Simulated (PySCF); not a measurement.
C6, SMILES c1c#cc#cc#1.

Coordinates come from a r2SCAN-D4/def2-SVP optimisation. A frequency run showed that this geometry is not a minimum.

Level of theory: PBE/def2-TZVP (PySCF).

Gas-phase values at a fixed geometry.

Computed frontier levels, gap, dipole moment and polarisability:
```yaml
highest_occupied_level: -7.06 eV
lowest_empty_level: -5.32 eV
orbital_gap: 1.74 eV
dipole_moment: 0.00 D
quadrupole, principal values (traceless, Buckingham form, about the centre of nuclear charge): -0.57, 0.29, 0.29 D·Å
mean_static_polarisability: 58.9 bohr³ (8.73 Å³)
polarisability_principal_values: 31.0, 72.9, 72.9 bohr³
```
